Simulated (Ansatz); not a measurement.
C$_{2}$H$_{6}$ClNSi (`C[Si]1(Cl)CN1`) at its PBE0-D4/def2-TZVP geometry, where that method's forces vanish. Charge 0, multiplicity 1.

```json
{"atom": "C1", "x (Å)": "0.956", "y (Å)": "0.991", "z (Å)": "0.981"}
{"atom": "Si2", "x (Å)": "0.042", "y (Å)": "0.343", "z (Å)": "-0.491"}
{"atom": "Cl3", "x (Å)": "0.206", "y (Å)": "1.676", "z (Å)": "-2.035"}
{"atom": "C4", "x (Å)": "-1.330", "y (Å)": "-0.846", "z (Å)": "-0.374"}
{"atom": "N5", "x (Å)": "0.001", "y (Å)": "-1.293", "z (Å)": "-0.924"}
{"atom": "H6", "x (Å)": "0.583", "y (Å)": "1.977", "z (Å)": "1.265"}
{"atom": "H7", "x (Å)": "2.021", "y (Å)": "1.083", "z (Å)": "0.759"}
{"atom": "H8", "x (Å)": "0.830", "y (Å)": "0.309", "z (Å)": "1.825"}
{"atom": "H9", "x (Å)": "-2.148", "y (Å)": "-0.910", "z (Å)": "-1.087"}
{"atom": "H10", "x (Å)": "-1.603", "y (Å)": "-1.220", "z (Å)": "0.614"}
{"atom": "H11", "x (Å)": "0.441", "y (Å)": "-2.109", "z (Å)": "-0.533"}
```

Question: For each bond, give half the difference of the two atoms' forces along it (eV/Å; positive pushes the atoms apart) under PBE-D4, r2SCAN-D4, B3LYP-D4, ωB97M-V in def2-TZVPP. (Estimate.)

Answer: Ansatz gave: 
```
   bond  length (Å)  PBE-D4  r2SCAN-D4  B3LYP-D4  ωB97M-V
 C1–Si2       1.850   -0.13      -0.04      0.03     0.00
  C1–H6       1.092    0.10      -0.01     -0.05    -0.05
  C1–H7       1.092    0.11       0.00     -0.04    -0.04
  C1–H8       1.092    0.10      -0.02     -0.05    -0.04
Si2–Cl3       2.046    0.10       0.05      0.14     0.05
 Si2–C4       1.820    0.23       0.10      0.13     0.07
 Si2–N5       1.693    0.32       0.10      0.09     0.04
  C4–N5       1.508    0.24       0.30      0.35     0.29
  C4–H9       1.088    0.06      -0.05     -0.13    -0.13
 C4–H10       1.091    0.05      -0.07     -0.13    -0.11
 N5–H11       1.007    0.15      -0.04     -0.11    -0.12
```

B3LYP here is the variant with VWN-RPA as its local correlation; programs differ in this.
